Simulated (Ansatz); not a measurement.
Isolated molecules relaxed with PBE0-D4/def2-TZVP in Ansatz; ΔE leaves out vibrations. CCSD(T)/CBS adds triple-zeta CCSD(T) − MP2 to the extrapolated MP2 energy (def2 sets, frozen cores). This one scheme is used for every species. DFT in def2-TZVPP. B3LYP here is the variant with VWN-RPA as its local correlation; programs differ in this. One conformer a species, not always the lowest.

`O[SiH](O)O[Si](O)(F)F` → `O[Si](O)(F)F` + `O[Si]O`  (silylene formation by 1,1-elimination)

Problem. Is it downhill or uphill in electronic energy at CCSD(T)/CBS, and by how much? (An estimate is asked.)

Solution. The calculation gave: Uphill: ΔE = +2.87 eV.

Problem. What do these levels give: r2SCAN-D4, PBE0-D4, B3LYP-D4, B3LYP, HF/def2-TZVPP, SCS-MP2/def2-TZVPP, CCSD/def2-TZVPP, HF/def2-QZVPP, MP2/def2-QZVPP, SCS-MP2/def2-QZVPP, HF/CBS(def2), CCSD/CBS(def2)? (An estimate is asked.)

Solution. Ansatz gave: r2SCAN-D4 2.97, PBE0-D4 2.85, B3LYP-D4 2.80, B3LYP 2.60, HF/def2-TZVPP 2.98, SCS-MP2/def2-TZVPP 2.89, CCSD/def2-TZVPP 2.85, HF/def2-QZVPP 3.00, MP2/def2-QZVPP 2.98, SCS-MP2/def2-QZVPP 2.93, HF/CBS(def2) 3.00, CCSD/CBS(def2) 2.89 eV.

Largest T1 diagnostic among the species: 0.015.

The D4 term adds +0.20 eV with B3LYP and +0.11 eV with PBE0; it sums over pairs of atoms, weighted by their polarisabilities, and B3LYP, whose exchange is more repulsive, gets the larger term. From PBE to PBE0 (25 % exact exchange), in def2-TZVPP and without D4, ΔE moves by +0.25 eV.
